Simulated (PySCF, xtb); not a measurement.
C3H7NOSi, SMILES C[C@@H](C#N)[SiH2]O.

GFN2-xTB in xtb 6.7.1 at its own geometry gives an orbital gap of 5.33 eV and a dipole moment of 2.73 D.

Coordinates come from a B3LYP-D3(BJ)/def2-SVP optimisation. The structure was generated by enumeration; whether it is a known compound was not checked. One conformer was computed; it need not be the lowest.

Task: What does PBE/def2-TZVP (PySCF) give? (The exact figures need the calculation; the answer reports its results.)

Result: gap 6.23 eV (levels -7.20 and -0.98 eV), dipole 3.01 D.
